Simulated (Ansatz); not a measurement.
`[CH3][Ge]([OH])([OH])[OH]`, relaxed with RKS PBE-D4/def2-SVP in Ansatz from a rough embedded geometry. The force threshold is 0.03 eV/Å; the program also tests the step.

The species carries charge 0 and has multiplicity 1.

Start:

```xyz
11

C    -0.550    0.685    0.992
Ge    0.410   -0.254   -0.336
O     1.927   -0.806    0.371
O     0.806    0.794   -1.787
O    -0.563   -1.667   -0.885
H     0.026    1.631    1.334
H    -1.513    1.091    0.558
H    -0.757    0.091    1.844
H     1.725   -1.388    1.149
H    -0.127    1.091   -2.040
H    -1.386   -1.269   -1.199
```

```csv
step,energy (eV),largest force (eV/Å),largest move (Å)
1,-63766.7947,3.195,0.000
2,-63767.0579,1.026,0.145
3,-63767.0863,0.901,0.200
4,-63767.1334,0.225,0.200
5,-63767.1611,0.321,0.200
6,-63767.1881,0.141,0.200
7,-63767.2083,0.060,0.147
8 (rejected),-63766.9288,2.383,0.197
9,-63767.2207,0.143,0.098
10,-63767.2322,0.708,0.098
11,-63767.2802,0.179,0.150
13,-63767.3312,0.151,0.200
15 (rejected),-63767.3337,0.709,0.081
17,-63767.3512,0.186,0.097
19,-63767.3540,0.063,0.054
21 (rejected),-63767.3541,0.588,0.110
23,-63767.3594,0.163,0.055
25 (rejected),-63767.3474,0.271,0.068
27,-63767.3634,0.026,0.063
29,-63767.3639,0.078,0.039
31,-63767.3663,0.011,0.071
```

End:

```xyz
11

C    -0.779    0.911    1.163
Ge    0.111   -0.160   -0.182
O     1.807   -0.493    0.312
O     0.159    0.644   -1.792
O    -0.727   -1.728   -0.435
H    -0.060    1.631    1.597
H    -1.620    1.463    0.702
H    -1.166    0.252    1.962
H     2.016   -1.426    0.114
H     1.092    0.774   -2.046
H    -0.834   -1.867   -1.396
```

Run time 40 s (4 threads of an AMD EPYC 7R43 on a shared host); peak host memory 0.18 GiB.
